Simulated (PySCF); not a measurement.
C2H6F2OSi, SMILES F[SiH](COC)F. Coordinates come from a B3LYP-D3(BJ)/def2-SVP optimisation. This is a generated structure with no PubChem entry under its InChIKey; it may be hypothetical. One conformer was computed; it need not be the lowest.

Q: Give the equilibrium geometry at B3LYP-D3(BJ)/def2-SVP (PySCF confirms it by a frequency run) as a Z-matrix. (An estimate is asked for; the answer gives what the named calculation found.)

A: This is not unique; one that fits is 
```
C
O 1 1.4086
C 2 1.4043 1 113.94
H 3 1.0995 2 107.83 1 179.87
H 3 1.1085 4 108.79 2 -121.29
H 3 1.1088 4 108.80 5 -117.43
H 1 1.1117 2 112.11 3 58.13
H 1 1.1123 7 106.15 2 122.56
Si 1 1.8732 7 109.84 8 119.03
F 9 1.6177 1 109.87 7 49.82
F 9 1.6210 10 106.70 1 116.69
H 9 1.4761 10 108.62 11 117.43
```
Charge 0, spin multiplicity 1.
